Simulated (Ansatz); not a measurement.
CH₃O, charge +1, singlet, at a GFN2-xTB geometry; MP2/def2-TZVPP (Ansatz, an electronic-structure program).

Ansatz was given this input:
Ansatz 0.2 input:
```yaml
crystal:
  periodic: [false, false, false]
  atoms:
    - {symbol: O, position_ang: [-0.10364914, -0.12932954, 0.58989088]}
    - {symbol: C, position_ang: [0.11172867, 0.04016533, -0.60083038]}
    - {symbol: H, position_ang: [0.14193939, 1.01608503, -1.10404748]}
    - {symbol: H, position_ang: [0.28838394, -0.85776849, -1.21133073]}
    - {symbol: H, position_ang: [-0.27150229, 0.63532785, 1.20123344]}
basis:
  gaussian:
    orbitals: def2-TZVPP
total_charge: 1
magnetization: {spin_polarized: false}
correlation: {method: mp2}
```

Output, abridged:

```
Functional definition: HF
627 factors; integrals over basis functions are off by at most 1.3e-3 eV
mean field evaluation 1: about -3103.7464 eV, gradient 5.1e1 eV
mean field evaluation 2: about -3103.7480 eV, gradient 5.1e1 eV
mean field evaluation 4: about -3107.8316 eV, gradient 3.0e0 eV
mean field evaluation 8: about -3107.8538 eV, gradient 4.3e-5 eV
mean field -3107.85375888 eV, -114.2115190599 hartree, gradient 1.4e-6 eV, S^2 0.000000; 0 other end points of the search recorded, 0 dependent functions left out
2 core orbitals not correlated
reference -3107.85375888 eV, -114.2115190599 hartree; 6, 6 occupied and 96, 96 virtual orbitals, 627 factors
second order -10.27931278 eV of doubles, -0.00000000 eV of singles
Total energy: -3118.13307167 eV, -114.5892768372 hartree
```
